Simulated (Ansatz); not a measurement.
Geometry optimisation, RKS PBE-D4/def2-SVP in Ansatz.

The input (input.yaml):

```yaml
crystal:
  periodic: [false, false, false]
  atoms:
    - { symbol: F, position_ang: [-1.6044, -0.3397, -1.6991] }
    - { symbol: B, position_ang: [-1.2633, -0.5399, -0.3423] }
    - { symbol: Cl, position_ang: [-2.5308, -0.336, 0.9982] }
    - { symbol: O, position_ang: [0.136, -1.0811, -0.0527] }
    - { symbol: Si, position_ang: [1.0922, 0.2566, 0.1901] }
    - { symbol: H, position_ang: [0.6087, 1.0743, 1.3484] }
    - { symbol: H, position_ang: [2.4756, -0.2103, 0.5098] }
    - { symbol: H, position_ang: [1.1781, 1.1189, -1.0082] }
basis:
  gaussian: { orbitals: def2-SVP }
hamiltonian:
  xc: pbe
  dispersion: d4
relax:
  f_tol: 0.02
  max_steps: 50
```

Command:

```bash
$ ansatz run input.yaml --threads 2 --pin off --max-ram 3072MiB --backend cpu --events-out ev --progress --plain --runs-dir out
```

Question: Where does it end, and by what steps?

Answer: The run converged. After 18 steps the energy has fallen by 1.079 eV; O4 moved furthest, 1.14 Å.

| step | energy less start (eV) | largest force component (eV/Å) | accepted |
| --- | --- | --- | --- |
| 0 | 0.0000 | 4.761 | yes |
| 1 | -0.5222 | 3.145 | yes |
| 2 | -0.8254 | 1.375 | yes |
| 3 | -0.8611 | 1.325 | yes |
| 4 | -0.9317 | 0.546 | yes |
| 5 | -0.9686 | 0.292 | yes |
| 6 | -0.9935 | 0.225 | yes |
| 7 | -0.9890 | 1.189 | no |
| 8 | -1.0055 | 0.105 | yes |
| 9 | -1.0165 | 0.145 | yes |
| 10 | -1.0238 | 0.352 | yes |
| 11 | -1.0378 | 0.274 | yes |
| 12 | -1.0550 | 0.117 | yes |
| 13 | -1.0661 | 0.386 | yes |
| 14 | -1.0219 | 0.941 | no |
| 15 | -1.0764 | 0.181 | yes |
| 16 | -1.0782 | 0.097 | yes |
| 17 | -1.0786 | 0.033 | yes |
| 18 | -1.0788 | 0.007 | yes |

```xyz
8
Properties=species:S:1:pos:R:3
F -1.402 -0.391 -1.563
B -1.393 -0.573 -0.238
Cl -2.822 -1.298 0.510
O -0.337 -0.222 0.522
Si 1.190 0.465 0.226
H 1.380 1.552 1.240
H 2.218 -0.610 0.414
H 1.258 1.021 -1.166
```

Run time: 39 s on 2 threads of Arm Neoverse V2, on a shared host, peak memory 0.17 GiB.
